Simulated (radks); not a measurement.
Values are calculated unless marked as measured or tabulated.
Effect of the nuclear size on the dysprosium ion Dy24+, [Kr] 4d6. Level of theory: Dirac Kohn-Sham, exchange-only LDA, spin-unpolarised, spherical densities, finite nucleus; open shells fill j = l - 1/2 first; Fermi nuclear charge, rms radius 5.2218 fm (a radial shooting solver on a logarithmic mesh with Libxc functionals). The rms radius is varied about that value; shifts are against it.

rms radius (fm)  total energy shift (eV)  density at nucleus (e/bohr^3)  1s1/2 shift (meV)  2s1/2 shift (meV)  4s1/2 shift (meV)  4p1/2 shift (meV)  4d5/2 shift (meV)  5s1/2 (empty) shift (meV)  5p1/2 (empty) shift (meV)
4.6683                             -5.23                      7.602e+05              -2150               -281              -16.8              0.298              0.861                      -6.23                      0.067
4.9033                             -3.06                      7.501e+05              -1260               -165              -9.84              0.174              0.504                      -3.64                      0.039
5.2218                                 0                      7.374e+05              0.000              0.000              0.000              0.000              0.000                      0.000                      0.000
5.4516                              2.30                      7.288e+05                944                124               7.38             -0.130             -0.378                       2.73                     -0.029
6.4594                              13.2                      6.959e+05               5430                710               42.4             -0.747              -2.17                       15.7                     -0.168

Slopes of the eigenvalues against <r^2> in GHz/fm^2, as finite differences over the two radii next to the reference (eigenvalue slopes, not the field-shift constants of lines): 1s1/2 93800, 2s1/2 12300, 4s1/2 733, 4p1/2 -13.0, 4d5/2 -37.6, 5s1/2 (empty) 272, 5p1/2 (empty) -2.93.
